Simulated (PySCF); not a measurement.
Al(All)(F)(Me), C4H8AlF, SMILES C(=C)[CH2][Al]([F])[CH3], CAM-B3LYP/def2-SVP optimised geometry.

```
14

Al    -0.15    -0.51     0.00
C     -1.28     1.09     0.00
C     -1.45     0.87     1.47
C     -0.50     1.04     2.40
H     -2.22     1.08    -0.56
H     -0.69     1.99    -0.24
H     -2.39     0.40     1.78
H      0.46     1.51     2.17
H     -0.67     0.77     3.44
F     -0.94    -1.99     0.02
C      1.79    -0.51     0.00
H      2.19    -1.21     0.75
H      2.22     0.48     0.19
H      2.16    -0.85    -0.98
```

Density from CAM-B3LYP/def2-TZVP (PySCF) at that geometry.

Minimum of the electron density along straight lines between bonded atoms, close to the bond critical point (lines longer than 1.1 times the sum of covalent radii, or with two minima, are not listed):

```
bond     length / Å  ρ at the minimum / e bohr⁻³  ∇²ρ there / e bohr⁻⁵  position (fraction from the first atom)
-------  ----------  ---------------------------  --------------------  ---------------------------------------
Al1–C2        1.956                        0.084                  0.25                                     0.41
C2–C3         1.492                        0.258                 -0.64                                     0.48
C3–C4         1.346                          ___                 -1.04                                     0.51
C2–H5         1.095                        0.272                 -0.91                                     0.64
C2–H6         1.100                        0.268                 -0.88                                     0.64
C3–H7         1.097                        0.280                 -0.99                                     0.65
C4–H8         1.095                        0.277                 -0.96                                     0.65
C4–H9         1.092                        0.280                 -0.98                                     0.65
Al1–F10       1.672                          ___                  0.85                                     0.43
Al1–C11       1.938                          ___                  0.25                                     0.41
C11–H12       1.101                        0.265                 -0.86                                     0.64
C11–H13       1.101                        0.265                 -0.86                                     0.64
C11–H14       1.103                        0.263                 -0.85                                     0.64
```

Question: Fill in the missing entries.

Answer: 
- C3–C4, ρ at the minimum / e bohr⁻³: 0.344
- Al1–F10, ρ at the minimum / e bohr⁻³: 0.107
- Al1–C11, ρ at the minimum / e bohr⁻³: 0.091
